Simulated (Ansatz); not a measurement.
`[Cl][InH2]` + `C[SeH]` → `C[Se][InH2]` + HCl at 298.15 K and 1 bar (ligand exchange at the In–Cl bond).

Program: Ansatz. Geometries: PBE0-D4/def2-TZVP. ΔE: electronic, gas phase. CCSD(T)/CBS is the MP2 limit (def2-TZVPP, def2-QZVPP) plus CCSD(T) − MP2 in def2-TZVPP, frozen cores. This one scheme is used for every species. Elements past krypton have def2 core potentials. For In, Se outer-core shells are correlated without core-valence functions, which leaves a few kJ/mol of doubt a bond. Scalar relativity is left out up to krypton.

```json
{"species": "`[Cl][InH2]`", "CCSD(T)/CBS energy (Eh)": "-650.81839", "H − E (kJ/mol)": "46.3", "S (J/(mol·K))": "276.1"}
{"species": "`C[SeH]`", "CCSD(T)/CBS energy (Eh)": "-2441.15625", "H − E (kJ/mol)": "129.5", "S (J/(mol·K))": "267.5"}
{"species": "`C[Se][InH2]`", "CCSD(T)/CBS energy (Eh)": "-2631.58862", "H − E (kJ/mol)": "150.1", "S (J/(mol·K))": "350.1"}
{"species": "HCl", "CCSD(T)/CBS energy (Eh)": "-460.38127", "H − E (kJ/mol)": "26.6", "S (J/(mol·K))": "186.8"}
```

H − E and S are ideal-gas, rigid-rotor, harmonic terms from PBE0-D4/def2-TZVP. 1 Eh = 2625.50 kJ/mol, R = 8.31446 J/(mol·K).

By hand: ΔE, ΔH, ΔS and ΔG.

ΔE = (-2631.58862) + (-460.38127) − (-650.81839) − (-2441.15625) = 0.00475 Eh = 12.5 kJ/mol. Δ(H − E) = 150.1 + 26.6 − 46.3 − 129.5 = 0.9, so ΔH = 13.4 kJ/mol. ΔS = 350.1 + 186.8 − 276.1 − 267.5 = -6.7 J/(mol·K). ΔG = 13.4 − 298.15 × (-6.7)/1000 = 15.4 kJ/mol.

By hand: the equilibrium constant, and the temperature at which ΔG would vanish if ΔH and ΔS stayed fixed.

log₁₀ K = −ΔG/(RT ln 10) = -2.7. ΔH and −TΔS have one sign here, so there is no such temperature.

The number of gas molecules stays the same, so ΔS is small and ΔH decides. A doubt of 5 kJ/mol in ΔE shifts log₁₀ K by 0.9 here. Modes under 60 cm⁻¹, often nearly free rotors, make the harmonic entropy too high. These are equilibria of isolated gas molecules and say nothing of rates. Largest T1 diagnostic: 0.014 (customary marks: 0.02 for closed shells, 0.045 for open ones).
